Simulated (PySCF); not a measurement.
ZnBr2, SMILES [Br][Zn][Br]. Heavy atoms are numbered as in [Zn:1]([Br:2])[Br:3].

Geometry optimised at B3LYP-D3(BJ)/def2-SVP. The isomer is the one that the SMILES or the coordinates give; other isomers of the formula were not compared.

The numbers are results of r2SCAN/def2-TZVPD (PySCF), not measurements.

Mulliken values depend strongly on the basis, most of all with diffuse functions as here. ESP charges are fitted to the potential on shells at 1.4 to 2.0 van der Waals radii. Atomic charges (e), one atom of each kind:

```tsv
atom	Mulliken	ESP fit
Zn1	0.20	0.52
Br2	-0.10	-0.26
```
